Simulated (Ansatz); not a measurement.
Reaction (hydrogenolysis of the Si–F bond): `F[Si]N([SiH3])[SiH3]` + H₂ → `[SiH]N([SiH3])[SiH3]` + H–F

Calculated with Ansatz (gas phase, PBE0-D4/def2-TZVP geometries, no zero-point term in ΔE). CCSD(T)/CBS is the MP2 limit (def2-TZVPP, def2-QZVPP) plus CCSD(T) − MP2 in def2-TZVPP, frozen cores. This one scheme is used for every species. DFT in def2-TZVPP. One conformer a species, not always the lowest.

```
               species  CAM-B3LYP-D4 energy (Eh)
`F[Si]N([SiH3])[SiH3]`               -1026.86532
                    H₂                  -1.17164
`[SiH]N([SiH3])[SiH3]`                -927.50351
                   H–F                -100.46752
```

Work out ΔE.

ΔE = (-927.50351) + (-100.46752) − (-1026.86532) − (-1.17164) = 0.06593 Eh = +41.4 kcal/mol. CCSD(T)/CBS gives +38.9 kcal/mol.

What do rigid-rotor, harmonic-oscillator terms from PBE0-D4/def2-TZVP frequencies (298.15 K, 1 bar) make of the CCSD(T)/CBS value? (Best estimate.)

Computed: ΔZPE = +2.5 kcal/mol, ΔH = +40.8 kcal/mol, ΔS = 19 J/(mol·K), ΔG = +39.5 kcal/mol.

Largest T1 diagnostic among the species: 0.014.

Leaving LDA and LC-ωPBE aside and taking each functional with its dispersion term where it has one, the values, not all of them listed here, spread over 4.1 kcal/mol, from HSE06-D4 to r2SCAN-D4. From BLYP to BHLYP (50 % exact exchange), in def2-TZVPP and without D4, ΔE moves by −0.9 kcal/mol. At CCSD(T), def2-SVP lies −2.6 kcal/mol from the extrapolated value and def2-TZVPP −0.6 kcal/mol.
